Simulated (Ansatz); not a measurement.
Pulling on the As1–H2 bond in AsH3 (SMILES [AsH3]) (multiplicity 1 held, fragments rigid). Energies count from the point at 1.525 Å.
Geometry at that point (charge 0, multiplicity 1):
```json
[
 {"atom": "As", "x (Å)": "0.0004", "y (Å)": "0.0004", "z (Å)": "0.0708"},
 {"atom": "H", "x (Å)": "-0.2814", "y (Å)": "1.2323", "z (Å)": "-0.7831"},
 {"atom": "H", "x (Å)": "-0.9371", "y (Å)": "-0.8619", "z (Å)": "-0.7681"},
 {"atom": "H", "x (Å)": "1.2044", "y (Å)": "-0.3827", "z (Å)": "-0.7836"}
]
```

R- and RO- levels are restricted; in cc, def2 and unpolarised 6-31G sets they are followed outwards from rest. Unrestricted levels (U-) break spin symmetry where that is lower. Full CI gives the lowest state of the spin. Levels need not reach the same state.

Frozen-core correlation. Filled d and f shells under p-block atoms count as core.

Programs: Ansatz (a quantum-chemistry and plane-wave program). Values without a source in brackets are computed.

The comparison value is 2.764 eV (FCI/6-31G). Full CI is exact for the correlated electrons in its own basis alone.

**Question.** Order these levels by the size of their error in the energy at R = 4.881 Å, against full CI in the same basis, smallest first: U-SCS-MP2/6-31G, R-MP2/6-31G, U-MP2/6-31G, U-CCSD(T)/6-31G, U-HF/6-31G. Give each level's value less the comparison value.

**Answer.** U-CCSD(T)/6-31G (-0.001 eV), U-SCS-MP2/6-31G (-0.079 eV), U-MP2/6-31G (-0.139 eV), U-HF/6-31G (-0.570 eV), R-MP2/6-31G (0.919 eV)

Doubts at one or more of the structures used: a spin-contaminated determinant (U-SCS-MP2/6-31G, U-MP2/6-31G, U-CCSD(T)/6-31G, U-HF/6-31G); a restricted determinant that unrestricted orbitals would lower (R-MP2/6-31G).
